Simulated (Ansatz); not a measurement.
**Molecular dynamics of CH$_{8}$N$_{2}$Si**

Input file:

```yaml
crystal:
  periodic: [false, false, false]
  atoms:
    - { symbol: Si, position_ang: [-0.0594, 0.822, 0.9106] }
    - { symbol: "N", position_ang: [1.6744, -0.3976, 0.8465] }
    - { symbol: "N", position_ang: [-0.3495, -0.1616, -0.393] }
    - { symbol: C, position_ang: [-1.3533, -0.2981, -1.4097] }
    - { symbol: H, position_ang: [0.8492, -0.7243, -0.1634] }
    - { symbol: H, position_ang: [0.4143, 2.2071, 0.8243] }
    - { symbol: H, position_ang: [-0.6583, 0.6071, 2.2305] }
    - { symbol: H, position_ang: [1.802, -1.0637, 1.5923] }
    - { symbol: H, position_ang: [2.5546, 0.0464, 0.6371] }
    - { symbol: H, position_ang: [-1.0805, 0.2457, -2.323] }
    - { symbol: H, position_ang: [-1.4646, -1.3543, -1.6718] }
    - { symbol: H, position_ang: [-2.3291, 0.0713, -1.0805] }
magnetization:
  spin_polarized: true
basis:
  gaussian: { orbitals: "6-31G*" }
hamiltonian:
  xc: revpbe
md:
  timestep: 0.5
  n_steps: 150
  ensemble: nve
  temperature: 300.0
  initial_velocities: maxwell_boltzmann
  seed: 37766
```

Launched with:

```bash
$ ansatz run input.yaml --threads 2 --pin off --max-ram 3072MiB --backend cpu --events-out ev --progress --plain --runs-dir out
```

It starts from a rough guess of a transition structure, not a stationary point.

Output, in part (one step line in 3, the closing report, with atoms numbered from 0):

```
md step     0: t =     0.00 fs  T =   300.0 K  F+E_penalty+E_count = -12020.07823054 eV  E_kin = 0.387780 eV  conserved = -12019.69045054 eV  (30 SCF iters)
md step     3: t =     1.50 fs  T =   272.3 K  F+E_penalty+E_count = -12020.04184424 eV  E_kin = 0.351984 eV  conserved = -12019.68986037 eV  (34 SCF iters)
md step     6: t =     3.00 fs  T =   259.6 K  F+E_penalty+E_count = -12020.02588194 eV  E_kin = 0.335596 eV  conserved = -12019.69028558 eV  (34 SCF iters)
md step     9: t =     4.50 fs  T =   237.6 K  F+E_penalty+E_count = -12019.99699216 eV  E_kin = 0.307078 eV  conserved = -12019.68991457 eV  (33 SCF iters)
md step    12: t =     6.00 fs  T =   230.5 K  F+E_penalty+E_count = -12019.98768691 eV  E_kin = 0.297991 eV  conserved = -12019.68969545 eV  (33 SCF iters)
md step    15: t =     7.50 fs  T =   261.5 K  F+E_penalty+E_count = -12020.02783004 eV  E_kin = 0.337970 eV  conserved = -12019.68986044 eV  (33 SCF iters)
md step    18: t =     9.00 fs  T =   331.6 K  F+E_penalty+E_count = -12020.11785272 eV  E_kin = 0.428609 eV  conserved = -12019.68924368 eV  (33 SCF iters)
md step    21: t =    10.50 fs  T =   499.9 K  F+E_penalty+E_count = -12020.33551662 eV  E_kin = 0.646231 eV  conserved = -12019.68928522 eV  (32 SCF iters)
md step    24: t =    12.00 fs  T =   758.2 K  F+E_penalty+E_count = -12020.67124959 eV  E_kin = 0.980101 eV  conserved = -12019.69114812 eV  (32 SCF iters)
md step    27: t =    13.50 fs  T =   957.8 K  F+E_penalty+E_count = -12020.92899812 eV  E_kin = 1.237995 eV  conserved = -12019.69100276 eV  (31 SCF iters)
md step    30: t =    15.00 fs  T =  1099.5 K  F+E_penalty+E_count = -12021.11155663 eV  E_kin = 1.421171 eV  conserved = -12019.69038574 eV  (32 SCF iters)
md step    33: t =    16.50 fs  T =  1234.5 K  F+E_penalty+E_count = -12021.28704954 eV  E_kin = 1.595738 eV  conserved = -12019.69131137 eV  (31 SCF iters)
md step    36: t =    18.00 fs  T =  1299.6 K  F+E_penalty+E_count = -12021.37144253 eV  E_kin = 1.679799 eV  conserved = -12019.69164402 eV  (31 SCF iters)
md step    39: t =    19.50 fs  T =  1276.1 K  F+E_penalty+E_count = -12021.34034685 eV  E_kin = 1.649543 eV  conserved = -12019.69080388 eV  (31 SCF iters)
md step    42: t =    21.00 fs  T =  1247.5 K  F+E_penalty+E_count = -12021.30320184 eV  E_kin = 1.612538 eV  conserved = -12019.69066348 eV  (31 SCF iters)
md step    45: t =    22.50 fs  T =  1220.7 K  F+E_penalty+E_count = -12021.26950878 eV  E_kin = 1.577912 eV  conserved = -12019.69159666 eV  (32 SCF iters)
md step    48: t =    24.00 fs  T =  1168.0 K  F+E_penalty+E_count = -12021.19946767 eV  E_kin = 1.509770 eV  conserved = -12019.68969740 eV  (32 SCF iters)
md step    51: t =    25.50 fs  T =  1204.5 K  F+E_penalty+E_count = -12021.24831945 eV  E_kin = 1.556939 eV  conserved = -12019.69138068 eV  (32 SCF iters)
md step    54: t =    27.00 fs  T =  1221.6 K  F+E_penalty+E_count = -12021.26984825 eV  E_kin = 1.579030 eV  conserved = -12019.69081861 eV  (32 SCF iters)
md step    57: t =    28.50 fs  T =  1228.4 K  F+E_penalty+E_count = -12021.27872356 eV  E_kin = 1.587877 eV  conserved = -12019.69084669 eV  (31 SCF iters)
md step    60: t =    30.00 fs  T =  1242.1 K  F+E_penalty+E_count = -12021.29607526 eV  E_kin = 1.605557 eV  conserved = -12019.69051830 eV  (31 SCF iters)
md step    63: t =    31.50 fs  T =  1284.6 K  F+E_penalty+E_count = -12021.35165050 eV  E_kin = 1.660469 eV  conserved = -12019.69118176 eV  (32 SCF iters)
md step    66: t =    33.00 fs  T =  1325.6 K  F+E_penalty+E_count = -12021.40364246 eV  E_kin = 1.713478 eV  conserved = -12019.69016451 eV  (31 SCF iters)
md step    69: t =    34.50 fs  T =  1437.5 K  F+E_penalty+E_count = -12021.54927510 eV  E_kin = 1.858101 eV  conserved = -12019.69117394 eV  (31 SCF iters)
md step    72: t =    36.00 fs  T =  1531.9 K  F+E_penalty+E_count = -12021.67245365 eV  E_kin = 1.980175 eV  conserved = -12019.69227838 eV  (32 SCF iters)
md step    75: t =    37.50 fs  T =  1494.1 K  F+E_penalty+E_count = -12021.62211337 eV  E_kin = 1.931266 eV  conserved = -12019.69084780 eV  (31 SCF iters)
md step    78: t =    39.00 fs  T =  1442.3 K  F+E_penalty+E_count = -12021.55427699 eV  E_kin = 1.864325 eV  conserved = -12019.68995210 eV  (31 SCF iters)
md step    81: t =    40.50 fs  T =  1461.8 K  F+E_penalty+E_count = -12021.58078375 eV  E_kin = 1.889573 eV  conserved = -12019.69121094 eV  (32 SCF iters)
md step    84: t =    42.00 fs  T =  1425.8 K  F+E_penalty+E_count = -12021.53566436 eV  E_kin = 1.843014 eV  conserved = -12019.69265020 eV  (32 SCF iters)
md step    87: t =    43.50 fs  T =  1233.7 K  F+E_penalty+E_count = -12021.28461185 eV  E_kin = 1.594721 eV  conserved = -12019.68989083 eV  (32 SCF iters)
md step    90: t =    45.00 fs  T =  1078.4 K  F+E_penalty+E_count = -12021.08481051 eV  E_kin = 1.393895 eV  conserved = -12019.69091502 eV  (32 SCF iters)
md step    93: t =    46.50 fs  T =   926.8 K  F+E_penalty+E_count = -12020.88852944 eV  E_kin = 1.197947 eV  conserved = -12019.69058209 eV  (32 SCF iters)
md step    96: t =    48.00 fs  T =   804.5 K  F+E_penalty+E_count = -12020.72904093 eV  E_kin = 1.039954 eV  conserved = -12019.68908703 eV  (31 SCF iters)
md step    99: t =    49.50 fs  T =   849.3 K  F+E_penalty+E_count = -12020.78739167 eV  E_kin = 1.097852 eV  conserved = -12019.68953984 eV  (32 SCF iters)
md step   102: t =    51.00 fs  T =   995.5 K  F+E_penalty+E_count = -12020.97946726 eV  E_kin = 1.286815 eV  conserved = -12019.69265226 eV  (32 SCF iters)
md step   105: t =    52.50 fs  T =   979.1 K  F+E_penalty+E_count = -12020.95731871 eV  E_kin = 1.265649 eV  conserved = -12019.69166950 eV  (32 SCF iters)
md step   108: t =    54.00 fs  T =   852.5 K  F+E_penalty+E_count = -12020.79220787 eV  E_kin = 1.101977 eV  conserved = -12019.69023119 eV  (31 SCF iters)
md step   111: t =    55.50 fs  T =   765.5 K  F+E_penalty+E_count = -12020.67956248 eV  E_kin = 0.989497 eV  conserved = -12019.69006512 eV  (32 SCF iters)
md step   114: t =    57.00 fs  T =   743.2 K  F+E_penalty+E_count = -12020.65099358 eV  E_kin = 0.960711 eV  conserved = -12019.69028234 eV  (31 SCF iters)
md step   117: t =    58.50 fs  T =   780.2 K  F+E_penalty+E_count = -12020.69820868 eV  E_kin = 1.008449 eV  conserved = -12019.68975971 eV  (33 SCF iters)
md step   120: t =    60.00 fs  T =   904.0 K  F+E_penalty+E_count = -12020.85958141 eV  E_kin = 1.168563 eV  conserved = -12019.69101855 eV  (32 SCF iters)
md step   123: t =    61.50 fs  T =  1004.3 K  F+E_penalty+E_count = -12020.98963894 eV  E_kin = 1.298101 eV  conserved = -12019.69153766 eV  (32 SCF iters)
md step   126: t =    63.00 fs  T =  1034.6 K  F+E_penalty+E_count = -12021.02770977 eV  E_kin = 1.337326 eV  conserved = -12019.69038404 eV  (31 SCF iters)
md step   129: t =    64.50 fs  T =  1075.5 K  F+E_penalty+E_count = -12021.08135727 eV  E_kin = 1.390172 eV  conserved = -12019.69118491 eV  (31 SCF iters)
md step   132: t =    66.00 fs  T =  1078.1 K  F+E_penalty+E_count = -12021.08487636 eV  E_kin = 1.393532 eV  conserved = -12019.69134448 eV  (32 SCF iters)
md step   135: t =    67.50 fs  T =  1018.7 K  F+E_penalty+E_count = -12021.00790681 eV  E_kin = 1.316721 eV  conserved = -12019.69118609 eV  (32 SCF iters)
md step   138: t =    69.00 fs  T =   921.2 K  F+E_penalty+E_count = -12020.88156646 eV  E_kin = 1.190736 eV  conserved = -12019.69083008 eV  (31 SCF iters)
md step   141: t =    70.50 fs  T =   800.6 K  F+E_penalty+E_count = -12020.72646857 eV  E_kin = 1.034870 eV  conserved = -12019.69159892 eV  (32 SCF iters)
md step   144: t =    72.00 fs  T =   646.8 K  F+E_penalty+E_count = -12020.52486808 eV  E_kin = 0.836071 eV  conserved = -12019.68879715 eV  (32 SCF iters)
md step   147: t =    73.50 fs  T =   668.7 K  F+E_penalty+E_count = -12020.55453328 eV  E_kin = 0.864358 eV  conserved = -12019.69017507 eV  (32 SCF iters)
md step   150: t =    75.00 fs  T =   775.3 K  F+E_penalty+E_count = -12020.69378498 eV  E_kin = 1.002159 eV  conserved = -12019.69162570 eV  (31 SCF iters)
Total energy: -12020.69382342 eV, -441.7523500918 hartree
Atom 0 at     0.320114     0.394691     0.670356 Å, force    -5.366116     3.245247    -3.288036 eV/Å
Atom 1 at     1.589138     0.178770     1.631792 Å, force     3.993771    -1.964860     3.155956 eV/Å
Atom 2 at    -0.314554    -0.306143    -0.912412 Å, force    -1.150860     0.648064    -0.547237 eV/Å
Atom 3 at    -1.902252    -0.056962    -1.224888 Å, force     2.391958     0.003382     1.765796 eV/Å
Atom 4 at     0.137006     0.162102    -1.736605 Å, force     0.050870    -0.664198     0.836482 eV/Å
Atom 5 at     0.765829     1.887307     0.413541 Å, force    -0.652205    -0.508133    -0.252158 eV/Å
Atom 6 at    -0.981228     0.433327     1.545451 Å, force     0.463455    -0.320013    -0.599679 eV/Å
Atom 7 at     1.650208    -0.630170     2.282003 Å, force     0.283803     0.717187    -0.222624 eV/Å
Atom 8 at     1.938758     1.080775     2.014277 Å, force     0.027367    -1.045051    -0.254407 eV/Å
Atom 9 at    -1.979970     0.728892    -1.981953 Å, force    -0.113252    -0.244776    -0.458400 eV/Å
Atom 10 at    -2.493818    -0.974421    -1.392605 Å, force     0.515091    -0.047781    -0.471486 eV/Å
Atom 11 at    -2.282928     0.379308    -0.301677 Å, force    -0.443883     0.180932     0.335792 eV/Å
Dipole moment:     0.054931     0.026689     0.134416 e Å
```

The run went to its last step. The conserved energy stayed within 0.21 meV per atom of its start (net change -0.098 meV per atom), so the integration is sound. The system heated up, since it started high on the potential surface and ran downhill. A run of 0.075 ps of so small a system gives no equilibrium averages. The orbitals stay closed-shell, which can raise the energy where a bond breaks towards radicals; this wasn't checked here.

The step under study would form N2–H5 and break Si1–N2, N3–H5. These pairs go: N2–H5 1.34 → 3.67 Å, Si1–N2 2.12 → 1.61 Å, N3–H5 1.34 → 1.05 Å. In the last frame they stand as before the step (other bonds may differ from the relaxed reactants and products). It ends as one piece, CH8N2Si. Pairs count as bonded within 1.25 times the sum of covalent radii (0.12 Å more for H–H).

Last frame:

```xyz
12
Properties=species:S:1:pos:R:3
Si 0.320 0.395 0.670
N 1.589 0.179 1.632
N -0.315 -0.306 -0.912
C -1.902 -0.057 -1.225
H 0.137 0.162 -1.737
H 0.766 1.887 0.413
H -0.981 0.433 1.546
H 1.650 -0.630 2.282
H 1.939 1.081 2.014
H -1.980 0.729 -1.982
H -2.494 -0.974 -1.393
H -2.283 0.379 -0.302
```

Run time: 10 min on 2 threads of Arm Neoverse N1 (shared host), peak memory 0.16 GiB.
